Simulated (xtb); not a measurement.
H3ClSi, triplet, at the geometry of the source list (a higher spin typed on purpose: for a closed-shell molecule this is an excited state); GFN2-xTB with ALPB(water) run with xtb.

Here is a job for xtb.
```
$ xtb mol.xyz --gfn 2 --chrg 0 --uhf 2 --alpb water --json

# file mol.xyz
5

Si    -0.12910000    -0.00570000    -0.00460000
Cl     1.87810000     0.08360000     0.06760000
H     -0.50430000    -0.99840000    -1.00530000
H     -0.63000000     1.31380000    -0.37260000
H     -0.61480000    -0.39330000     1.31500000
```

The log (banner, timings and long lists left out):

```
   ID    Z sym.   atoms
    1   14 Si     1
    2   17 Cl     2
    3    1 H      3-5

           -------------------------------------------------
          |                Calculation Setup                |
           -------------------------------------------------

           -------------------------------------------------
          |                 G F N 2 - x T B                 |
           -------------------------------------------------

      * Solvation model:               ALPB
        Solvent                        water
        Parameter file                 internal GFN2-xTB/ALPB
        Dielectric constant                8.0200E+01
        Reference state                gsolv [1 M gas/solution]
        Free energy shift                  1.0808E-03 Eh       6.7819E-01 kcal/mol
        Temperature                        2.9815E+02 K
        Density                            1.0000E+00 kg/L
        Solvent mass                       1.8000E+01 g/mol
        Interaction kernel             P16
        Born radius scaling (c1)           1.4744E+00
        Born radii integrator          GBOBC
        Born offset                        0.0000E+00 a0       0.0000E+00 AA
        H-bond correction              true
        Ion screening                  false
        Surface tension                    1.0000E-05 Eh       1.5569E+01 dyn/cm
        Grid points                               230 per atom

          ...................................................
          :                      SETUP                      :
          :.................................................:
          :  # basis functions                  23          :
          :  # atomic orbitals                  21          :
          :  # shells                            9          :
          :  # electrons                        14          :
          :  max. iterations                   250          :
          :  Hamiltonian                  GFN2-xTB          :
          :  restarted?                      false          :
          :  GBSA solvation                   true          :
          :  PC potential                    false          :
          :  electronic temp.          300.0000000     K    :
          :  accuracy                    1.0000000          :
          :  -> integral cutoff          0.2500000E+02      :
          :  -> integral neglect         0.1000000E-07      :
          :  -> SCF convergence          0.1000000E-05 Eh   :
[...]
         :: total energy              -7.621610935426 Eh    ::
[...]
       ...                                ...                  ...
        21                          0.7911473              21.5282
      -------------------------------------------------------------
                  HL-Gap            0.0278948 Eh            0.7591 eV
             Fermi-level           -0.2838522 Eh           -7.7240 eV

     #   Z          covCN         q      C6AA      α(0)
     1  14 Si       3.563     0.231   105.769    19.792
     2  17 Cl       0.804    -0.293   108.394    15.927
     3   1 H        0.920     0.021     2.723     2.581
     4   1 H        0.920     0.021     2.724     2.581
     5   1 H        0.920     0.021     2.723     2.581

 Mol. C6AA /au·bohr⁶  :        649.652195
 Mol. C8AA /au·bohr⁸  :      29006.547777
 Mol. α(0) /au        :         43.461910

Wiberg/Mayer (AO) data.
largest (>0.10) Wiberg bond orders for each atom

 ---------------------------------------------------------------------------
     #   Z sym  total        # sym  WBO       # sym  WBO       # sym  WBO
 ---------------------------------------------------------------------------
     1  14 Si   2.998 --     2 Cl   0.904     4 H    0.698     5 H    0.698
                             3 H    0.698
     2  17 Cl   1.076 --     1 Si   0.904
     3   1 H    0.786 --     1 Si   0.698
     4   1 H    0.787 --     1 Si   0.698
     5   1 H    0.786 --     1 Si   0.698
 ---------------------------------------------------------------------------

Topologies differ in total number of bonds
Writing topology from bond orders to xtbtopo.mol

molecular dipole:
                 x           y           z       tot (Debye)
 q only:       -1.164      -0.052      -0.042
   full:       -0.038      -0.002      -0.001       0.096
molecular quadrupole (traceless):
                xx          xy          yy          xz          yz          zz
 q only:       -3.804      -0.254       1.900      -0.206      -0.009       1.904
  q+dip:       -4.575      -0.305       2.285      -0.247      -0.011       2.290
   full:       -5.524      -0.369       2.758      -0.299      -0.013       2.765

           -------------------------------------------------
          | TOTAL ENERGY               -7.621610935426 Eh   |
          | GRADIENT NORM               0.109252275712 Eh/α |
          | HOMO-LUMO GAP               0.759056372683 eV   |
           -------------------------------------------------

normal termination of xtb
```
